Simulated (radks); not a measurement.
Values are calculated unless marked as measured or tabulated.
Problem. Spin polarisation of the 5p4 shell in the iodine ion I+. Start: [Kr] 4d10 5s2 5p(up 2, down 2); electrons of 5p are moved from spin down to spin up, other shells keep equal spins. Level of theory: scalar-relativistic Kohn-Sham, BLYP, spin-polarised, spherical densities, finite nucleus; Fermi nuclear charge, rms radius of each element as measured or else 0.836 A^(1/3) + 0.57 fm (a radial shooting solver on a logarithmic mesh with Libxc functionals). Estimate the energy gained and the exchange splitting at a moment of 2 Bohr magnetons.

Solution. At moment 2 the spin-polarisation energy is -0.626 eV and the 5p exchange splitting 1.235 eV, that is 0.617 eV per Bohr magneton; E = -I m^2/4 would give I = 0.626 eV.
